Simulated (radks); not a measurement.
Task: Species: Hg. Configuration: [Hg]. Method: scalar-relativistic Kohn-Sham, LDA (Slater exchange, Perdew-Wang correlation), spin-polarised, spherical densities, finite nucleus; Fermi nuclear charge, rms radius 5.4648 fm; hard spherical wall at 1.5 bohr; computed with a radial shooting solver on a logarithmic mesh with Libxc functionals. Some entries of the table are withheld. Estimate them.

| orbital | occ. | eigenvalue (eV) | <r> (bohr) |
|---|---|---|---|
| 1s | 2 | -82885.52 | (1) |
| 2s | 2 | -14548.31 | (2) |
| 2p | 6 | -12530.34 | 0.06332 |
| 3s | 2 | -3330.890 | 0.1810 |
| 3p | 6 | -2747.829 | 0.1825 |
| 3d | 10 | -2130.189 | 0.1654 |
| 4s | 2 | -617.5928 | 0.4023 |
| 4p | 6 | -427.9303 | 0.4302 |
| 4d | 10 | -202.2633 | 0.4582 |
| 5s | 2 | 6.7329 | 0.8448 |
| 4f | 14 | 47.1216 | 0.5035 |
| 5p | 6 | 65.7708 | 0.8856 |
| 5d | 10 | 147.5024 | 0.9153 |
| 5f | 0 | (3) | 0.8991 |
| 6s | 2 | 322.3740 | 0.9165 |
| 6p | 0 | 389.8629 | 0.9006 |
| 7s | 0 | 813.0842 | 0.8785 |

Result: 
(1) 1s <r> (bohr): 0.01660
(2) 2s <r> (bohr): 0.07000
(3) 5f eigenvalue (eV): 247.7925
